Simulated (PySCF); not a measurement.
Run record: geometry optimisation, `C#C[SiH2][SiH2][SiH3]`.

Method: PBE0-D3(BJ)/def2-SVP geometry optimisation, gas phase (PySCF 2.14.0). Start geometry: GFN2-xTB. A driver script takes a list of jobs; this job's settings line and coordinates (Å) are shown.

Command:
```bash
OMP_NUM_THREADS=1 python probes_run.py task.json out
```

Input:
```
{"job": {"xc": "PBE0", "basis": "def2-SVP", "d3": "d3bj", "grid": 1, "shake": 0.01, "kind": "geom"}, "charge": 0, "multiplicity": 1}
C      2.612780     1.556480    -0.511870
C      2.120560     0.560700    -0.076690
Si     1.343850    -0.966210     0.630060
Si    -0.809540    -0.505650     1.194740
Si    -2.196670     0.232610    -0.533450
H      3.005980     2.471140    -0.908570
H      2.256300    -1.358200     1.747580
H      1.509810    -1.993850    -0.403690
H     -1.426530    -1.717300     1.819050
H     -0.861580     0.452040     2.324000
H     -1.683290     1.474320    -1.098850
H     -2.259570    -0.743870    -1.600530
H     -3.606270     0.520910    -0.135200
```

Q: Give the output.

A: 
```
step   0  E = -948.62816686  max force = 0.046205
step   1  E = -948.63560865  max force = 0.005341
step   2  E = -948.63613347  max force = 0.002356
step   3  E = -948.63627212  max force = 0.000947
step   4  E = -948.63631944  max force = 0.000763
step   5  E = -948.63634890  max force = 0.000626
step   6  E = -948.63635513  max force = 0.000184
optimisation converged
```

Energies in Eh; «max force» is the largest Cartesian gradient component in Eh/bohr.

Q: Give the first gradient maximum in eV/Å.

A: With 1 Eh/bohr = 51.422 eV/Å, 2.376 eV/Å.

Main results: final energy -948.63636 Eh after 6 steps; dipole 0.45 D.

Q: Give the final coordinates.

A: 0.190 Å rms from the input after alignment:
```
atom  x, y, z in Å
C1     2.4126    1.5743   -0.5544
C2     2.0176    0.5255   -0.0788
Si3    1.3299   -1.0135    0.6471
Si4   -0.8690   -0.5290    1.3030
Si5   -2.0160    0.3003   -0.5662
H6     2.7692    2.4975   -0.9758
H7     2.1873   -1.4530    1.7885
H8     1.3261   -2.0850   -0.3948
H9    -1.5346   -1.7658    1.8232
H10   -0.8457    0.4992    2.3905
H11   -1.3333    1.5343   -1.0593
H12   -2.0027   -0.7295   -1.6509
H13   -3.4357    0.6277   -0.2296
```

Q: How long does this job take on an Arm Neoverse V1 with one thread, shared host with 32 logical CPUs at a one-minute load of 15? And the peak memory of the process?

A: About 39 s, with 0.52 GiB resident at the peak, the Python interpreter and its libraries included.
Labels such as C1 count atoms from 1, the log's own numbers from 0.
